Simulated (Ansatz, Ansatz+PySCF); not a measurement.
```xyz
3

C     0.0000    0.0000   -0.1653
H     0.0000    0.7929    0.4958
H     0.0000   -0.7929    0.4958
```

Basis set: def2-SVP (spherical functions). Frozen core: 1 orbital. Charge 0, multiplicity 1.

Computed with Ansatz (development build ahead of 0.2.0); each method stands on the lowest determinant of its kind that the runs found. Restricted open shells among the atoms or ions are ROHF, correlated in semicanonical orbitals with singles.

The atomization energy at this shape (free ground-state atoms in the same class of orbitals less the molecule, no zero-point energy) of singlet CH2:

| method | atomization energy |
| --- | --- |
| UHF-CCSD(T) | 692.6 kJ/mol |
| RHF-CCSD(T) | 682.8 kJ/mol |
| UHF-MP2 | 683.4 kJ/mol |
| RHF-MP2 | 660.3 kJ/mol |
| UHF | 560.8 kJ/mol |

Task: What does RHF give?

Result: 519.6 kJ/mol. Caution: another spin multiplicity may lie lower; the shape is not the minimum. Caution for UHF-CCSD(T), UHF-MP2, UHF: the determinant breaks the point group; the unrestricted determinant is spin contaminated. Caution for RHF-CCSD(T), RHF-MP2, RHF: an unrestricted determinant lies well below.
